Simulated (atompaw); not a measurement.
nickel (Ni): PAW (atompaw) pseudisation with PBE, scalar-relativistic reference atom.

| Quantity | Value |
| --- | --- |
| Element | nickel (Ni) |
| Generator | atompaw 4.2.0.5 |
| Type | PAW |
| Functional | PBE |
| Relativity | scalar-relativistic |
| Frozen core | [Ne] |
| Valence charge | 18 |
| Reference configuration | 3s2 3p6 3d8 4s2 4p0 |
| Partial waves | 3s (bound): rc 0.95 bohr; 4s (bound): rc 1.50 bohr; 3p (bound): rc 0.90 bohr; 4p (bound, empty): rc 1.50 bohr; 3d (bound): rc 1.50 bohr; 3d channel at 2.7 Ry: rc 1.50 bohr |
| Local potential | vpsmatchnc scheme with l = 3 at 0 Ry, radius 1.10 bohr |
| Core correction | smooth core density matched at 1.50 bohr |
| Augmentation charge | besselshape compensation charge, radius 1.10 bohr; PAW radius 1.50 bohr; waves and projectors: custom polynom2 7 10 vanderbiltortho |

- Lowest eigenvalue of the overlap operator: 0.58 (p channel)
- Overlap eigenvalues printed by atompaw (projector basis): 0.646, 1.2, 3.12, 238, 5.61e+03, 1.67e+11
- Share of each valence orbital outside the PAW sphere: 3s 1 %, 4s 92 %, 3p 3 %, 4p 98 %, 3d 16 %

A Bessel basis up to 400 Ry misses an occupied level by 0.29 Ry, so cutoffs and ghosts were not judged.
